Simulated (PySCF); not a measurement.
Atoms are numbered as in `[CH3:1]/[CH:2]=[CH:3]\[CH2:4][AlH2-:5][NH3+:6]` (H(Xn): hydrogen on atom n).

Geometry: PBE0-D3(BJ)/def2-SVP; GIAO shifts from PySCF 2.14, gas phase, non-relativistic, averaged over equivalent atoms.

At KT3/pcSseg-1 (169 basis functions, 31 s wall time on 1 thread of an Arm Neoverse V1, shared host):
| atoms | δ (ppm) |
| --- | --- |
| C3 | 135.5 |
| C2 | 107.2 |
| C4 | 16.9 |
| C1 | 14.9 |
| Al5 | 57.5 |
| N6 | 21.3 |
| H(C3) | 5.86 |
| H(C2) | 4.99 |
| H(Al5) | 3.73 |
| H(N6) | 2.22 |
| H(C1) | 1.63 |
| H(C4) | 1.53 |

Referencing at the same level of theory: ¹³C (σ = 182.31 ppm) and ¹H (σ = 31.32 ppm) vs TMS; AlH4- for ²⁷Al (σ = 502.40 ppm); ¹⁵N (σ = 262.01 ppm) vs NH3.

Question: Estimate the result of repeating the calculation with PBE0/pcSseg-1.

Answer: 
| atoms | δ at PBE0/pcSseg-1 | change |
| --- | --- | --- |
| C3 | 149.0 | +13.5 |
| C2 | 116.1 | +8.9 |
| C4 | 16.5 | -0.4 |
| C1 | 14.2 | -0.7 |
| Al5 | 58.3 | +0.8 |
| N6 | 21.2 | -0.1 |
| H(C3) | 6.14 | +0.28 |
| H(C2) | 5.11 | +0.12 |
| H(Al5) | 3.89 | +0.16 |
| H(N6) | 2.23 | +0.01 |
| H(C1) | 1.60 | -0.03 |
| H(C4) | 1.47 | -0.06 |

Shifts are taken against calculated references (same method and geometry level): TMS for ¹³C (σ = 184.41 ppm) and ¹H (σ = 31.27 ppm); ²⁷Al (σ = 489.28 ppm) against AlH4-; ¹⁵N (σ = 265.67 ppm) against NH3.

The largest change is at C3 (alkene CH). Cost: 169 basis functions, 22 s wall time on 1 thread of an Arm Neoverse V1, shared host. The order of the carbon signals is the same at both levels.

Experimental scales use liquid or dissolved standards, which lie at an offset from isolated NH3 (liquid NH3: subtract about 20 ppm).
